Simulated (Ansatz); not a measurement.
Energy landscape of H₃S (cation, charge +1), singlet: umbrella (inversion) coordinate, bond length relaxed. Scanned: angle between the S-H bonds and the threefold axis (90 = planar). Other coordinates (S-H bond length) were minimised at PBE0/def2-TZVP.

The free coordinates were minimised at PBE0/def2-TZVP in PySCF; the energy column is CCSD(T) on RHF/aug-cc-pVQZ, frozen core (Ansatz, a first-principles code), in kcal/mol.

```
a / °   S-H bond length / Å     E
------  -------------------  ----
90                    1.340  30.8
93.90                 1.341  29.6
96.90                 1.342  27.2
99.90                 1.344  23.8
102.90                1.346  19.6
105.90                1.348  15.2
108.90                1.350  10.8
111.90                1.351   6.8
114.90                1.353   3.5
117.90                1.354   1.2
120.90                1.356   0.0
123.90                1.358   0.1
126.90                1.361   1.6
129.90                1.364   4.7
132                   1.367   7.7
```
